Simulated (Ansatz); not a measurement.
Species: [Al(CH3)3(pyridine)] (charge 0, multiplicity 1).

Task: Give a relaxed geometry from Ansatz (a program for electronic structure) with PBE0-D3(BJ)/def2-SVP.

Result: One answer among several that fit: the end point of this relaxation, one of several conformers.
Z-matrix (Å, degrees):
```
N
C 1 1.3372
C 1 1.3380 2 119.35
C 3 1.3887 1 122.23 2 0.05
C 2 1.3902 1 122.12 3 -0.09
H 4 1.0911 3 119.88 1 -179.94
H 5 1.0911 2 119.82 1 -179.99
C 5 1.3922 7 121.45 2 179.92
H 8 1.0925 5 120.56 7 0.06
H 2 1.0925 1 115.93 3 179.77
H 3 1.0932 1 116.04 2 -179.64
Al 1 2.0788 2 121.70 10 -2.01
C 12 1.9856 1 100.10 2 -107.26
H 13 1.1041 12 112.57 1 61.70
H 13 1.1044 14 106.49 12 -121.79
H 13 1.1046 14 107.13 15 -113.34
C 12 1.9872 13 116.43 14 169.15
H 17 1.1040 12 112.79 13 -163.83
H 17 1.1044 18 107.24 12 -126.57
H 17 1.1045 18 106.29 19 -112.79
C 12 1.9873 13 116.83 14 -46.98
H 21 1.1047 12 109.32 13 -76.64
H 21 1.1048 22 105.87 12 122.77
H 21 1.1048 22 105.67 23 113.98
```
